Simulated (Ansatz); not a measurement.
Ansatz (an electronic-structure program) input (B3LYP/6-31G* with LANL2DZ past Ar): The .json file joins the Basis Set Exchange's 6-31G* for atoms up to Ar and LANL2DZ past it.

Ansatz 0.2 input:
```yaml
crystal:
  periodic: [false, false, false]
  atoms:
    - {symbol: Cl, position_ang: [-1.82412500, -1.36291100, -0.24486100]}
    - {symbol: Ge, position_ang: [-0.40852900, 0.10005700, 0.52503600]}
    - {symbol: Cl, position_ang: [-0.98648300, 2.05237800, -0.24395000]}
    - {symbol: Br, position_ang: [1.73866500, -0.42636400, -0.24261000]}
basis:
  gaussian:
    orbitals: 6-31Gs+LANL2DZ.json
hamiltonian:
  xc: {name: B3LYP}
magnetization: {spin_polarized: true, initial_magnetization: 1}
relax: {f_tol: 0.003, max_steps: 120}
```

Output:

```
Functional definition: B3LYP
integrals: 0.01 GiB planned
652 factors; integrals over basis functions are off by at most 1.8e-4 eV
mean field: 0.26 GiB planned
mean field evaluation 1: about -25506.4180 eV, gradient 1.4e1 eV
mean field evaluation 2: about -25505.1780 eV, gradient 2.0e1 eV
mean field evaluation 4: about -25507.8169 eV, gradient 5.7e-1 eV
mean field evaluation 8: about -25507.8524 eV, gradient 1.1e-2 eV
mean field evaluation 16: about -25507.8524 eV, gradient 2.8e-5 eV
mean field -25507.85235780 eV, -937.3962843060 hartree, gradient 2.8e-5 eV, S^2 0.753004; 0 other end points of the search recorded, 0 dependent functions left out
the calculation of the forces begins
reference -25507.85258619 eV, -937.3962926988 hartree; 23, 22 occupied and 31, 32 virtual orbitals, 652 factors
relax step   1: F+E_penalty+E_count = -25507.85235780 eV  Δ(F+E_penalty+E_count) = +0.000e0 eV  max|allowed force component| = 1.119e0 eV/Å  Δτ_max = 0.0000 Å  (28 SCF iters, accepted)
these checks for a lower state are left out or cut short: starts, cluster_reference, orbital_swaps, neighbouring_geometries, increment
integrals: 0.01 GiB planned
652 factors; integrals over basis functions are off by at most 1.8e-4 eV
mean field: 0.26 GiB planned
mean field -25507.93273628 eV, -937.3992381606 hartree, gradient 1.1e-5 eV, S^2 0.753982; 0 other end points of the search recorded, 0 dependent functions left out
the calculation of the forces begins
reference -25507.93296685 eV, -937.3992466337 hartree; 23, 22 occupied and 31, 32 virtual orbitals, 652 factors
relax step   2: F+E_penalty+E_count = -25507.93273628 eV  Δ(F+E_penalty+E_count) = -8.038e-2 eV  max|allowed force component| = 1.156e-1 eV/Å  Δτ_max = 0.0894 Å  (31 SCF iters, accepted)
these checks for a lower state are left out or cut short: starts, cluster_reference, orbital_swaps, neighbouring_geometries, increment
integrals: 0.01 GiB planned
652 factors; integrals over basis functions are off by at most 1.8e-4 eV
mean field: 0.26 GiB planned
mean field evaluation 32: about -25507.9341 eV, gradient 2.0e-5 eV
mean field -25507.93414686 eV, -937.3992899983 hartree, gradient 2.0e-5 eV, S^2 0.754146; 0 other end points of the search recorded, 0 dependent functions left out
the calculation of the forces begins
reference -25507.93437774 eV, -937.3992984831 hartree; 23, 22 occupied and 31, 32 virtual orbitals, 652 factors
relax step   3: F+E_penalty+E_count = -25507.93414686 eV  Δ(F+E_penalty+E_count) = -1.411e-3 eV  max|allowed force component| = 1.081e-2 eV/Å  Δτ_max = 0.0082 Å  (33 SCF iters, accepted)
these checks for a lower state are left out or cut short: starts, cluster_reference, orbital_swaps, neighbouring_geometries, increment
integrals: 0.01 GiB planned
652 factors; integrals over basis functions are off by at most 1.7e-4 eV
mean field: 0.26 GiB planned
mean field -25507.93415725 eV, -937.3992903800 hartree, gradient 4.7e-5 eV, S^2 0.754154; 0 other end points of the search recorded, 0 dependent functions left out
the calculation of the forces begins
reference -25507.93438816 eV, -937.3992988659 hartree; 23, 22 occupied and 31, 32 virtual orbitals, 652 factors
relax step   4: F+E_penalty+E_count = -25507.93415725 eV  Δ(F+E_penalty+E_count) = -1.039e-5 eV  max|allowed force component| = 9.903e-4 eV/Å  Δτ_max = 0.0006 Å  (22 SCF iters, accepted)
integrals: 0.01 GiB planned
652 factors; integrals over basis functions are off by at most 1.7e-4 eV
mean field: 0.26 GiB planned
mean field -25507.93415725 eV, -937.3992903800 hartree, gradient 4.7e-5 eV, S^2 0.754154; 1 other end points of the search recorded, 0 dependent functions left out
the calculation of the forces begins
reference -25507.93438816 eV, -937.3992988659 hartree; 23, 22 occupied and 31, 32 virtual orbitals, 652 factors
Total energy: -25507.93438816 eV, -937.3992988659 hartree
Atom 0 at    -1.868204    -1.377230    -0.246934 Å, force    -0.000425    -0.000264    -0.000143 eV/Å
Atom 1 at    -0.426708     0.104512     0.537757 Å, force     0.000990    -0.000243     0.000069 eV/Å
Atom 2 at    -1.018934     2.085468    -0.246010 Å, force    -0.000254     0.000430    -0.000143 eV/Å
Atom 3 at     1.833374    -0.449590    -0.251198 Å, force    -0.000311     0.000076     0.000217 eV/Å
Dipole moment:    -0.030957     0.007502     0.337891 e Å
```

The geometry given is a B3LYP-D3(BJ)/def2-TZVP minimum.
